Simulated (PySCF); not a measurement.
fluoro(prop-1-en-2-yloxy)borinic acid (C3H6BFO2), SMILES C=C(C)OB(O)F. Coordinates come from a ωB97X-D3(BJ)/def2-SVP optimisation. Other conformers were not sampled.

Computed equilibrium geometry at ωB97X-D3(BJ)/def2-SVP (PySCF confirms it by a frequency run) as bond lengths and angles (one conformer of several):
Atoms: C1 C2 C3 O4 B5 O6 F7 H8 H9 H10 H11 H12 H13. Bond lengths (Å): C1–C2 1.335, C1–H8 1.091, C1–H9 1.091, C2–C3 1.499, C2–O4 1.377, C3–H10 1.102, C3–H11 1.098, C3–H12 1.102, O4–B5 1.360, B5–O6 1.356, B5–F7 1.343, O6–H13 0.963. Bond angles (°): C2–C1–H8 122.1, C2–C1–H9 119.6, H8–C1–H9 118.4, C1–C2–C3 125.5, C1–C2–O4 123.5, C3–C2–O4 110.9, C2–C3–H10 110.0, C2–C3–H11 111.2, C2–C3–H12 109.9, H10–C3–H11 109.2, H10–C3–H12 107.3, H11–C3–H12 109.2, C2–O4–B5 127.7, O4–B5–O6 118.1, O4–B5–F7 121.9, O6–B5–F7 120.0, B5–O6–H13 112.2.
